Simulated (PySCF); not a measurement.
**Electric field gradients and quadrupole coupling constants**

Species: C4H11FSSi.
Numbering: `[CH3:1][C:2]([CH3:3])([CH2:4][SH:5])[SiH2:6][F:7]` (hydrogens: H8, H9, H10 on C1; H11, H12, H13 on C3; H14, H15 on C4; H16 on S5; H17, H18 on Si6)

Geometry (GFN2-xTB, Å), atoms numbered from 1 in this order:
```xyz
18
C4H11FSSi angstrom
C     -1.1026    0.2465   -1.2904
C     -0.1268    0.1674   -0.1102
C     -0.2624    1.4366    0.7345
C      1.2868    0.0995   -0.6866
S      2.5881   -0.1854    0.5657
Si    -0.5216   -1.3757    0.9561
F     -2.1210   -1.3850    1.1520
H     -1.0393   -0.6438   -1.9137
H     -2.1236    0.3368   -0.9281
H     -0.8824    1.1144   -1.9119
H     -1.2428    1.4838    1.2028
H      0.4947    1.4601    1.5158
H     -0.1379    2.3235    0.1130
H      1.5571    1.0491   -1.1530
H      1.3766   -0.6916   -1.4304
H      2.4616   -1.5082    0.6345
H      0.0178   -1.3115    2.3022
H     -0.2313   -2.6103    0.2362
```

Field gradients from the PBE0/pcSseg-1 density (PySCF, non-relativistic), principal values in atomic units, ordered |Vxx| ≤ |Vyy| ≤ |Vzz|:

```csv
atom,Vxx,Vyy,Vzz
S5,0.5113,2.3035,-2.8148
```

**Question.** Find the asymmetry η = (Vxx − Vyy)/Vzz and the couplings χ = eQV/h (234.96 MHz × Q in barn × V in au), with Q(33S) = −0.0678 b.

**Answer.** 
```csv
atom,environment,nucleus,η,χzz (MHz),χxx (MHz),χyy (MHz)
S5,thiol sulfur,33S,0.64,44.84,-8.15,-36.70
```

**Question.** What is Vzz at S5 in SI units (1 au = 9.71736 × 10²¹ V/m²)?

**Answer.** -2.8148 au = -27.353 × 10²¹ V/m².

**Question.** What couplings would deuterons (Q(2H) = 0.00286 b) have in place of the hydrogens, at this geometry?

**Answer.** 
| atom | bonded to | bond length (Å) | Vzz (au) | η | χzz (kHz) |
| --- | --- | --- | --- | --- | --- |
| H8 | C1 | 1.089 | 0.3128 | 0.03 | 210 |
| H9 | C1 | 1.087 | 0.3129 | 0.02 | 210 |
| H10 | C1 | 1.090 | 0.3110 | 0.02 | 209 |
| H11 | C3 | 1.088 | 0.3138 | 0.03 | 211 |
| H12 | C3 | 1.088 | 0.3086 | 0.01 | 207 |
| H13 | C3 | 1.090 | 0.3109 | 0.03 | 209 |
| H14 | C4 | 1.092 | 0.3009 | 0.04 | 202 |
| H15 | C4 | 1.089 | 0.3060 | 0.03 | 206 |
| H16 | S5 | 1.331 | 0.2476 | 0.17 | 166 |
| H17 | Si6 | 1.452 | 0.1679 | 0.03 | 113 |
| H18 | Si6 | 1.458 | 0.1633 | 0.02 | 110 |

Isolated species at its GFN2-xTB geometry (one conformer only). GFN2-xTB bond lengths can be off by several hundredths of an ångström, more for odd bonds, and the gradients follow them. With a basis this small, the couplings can be 20 % off.
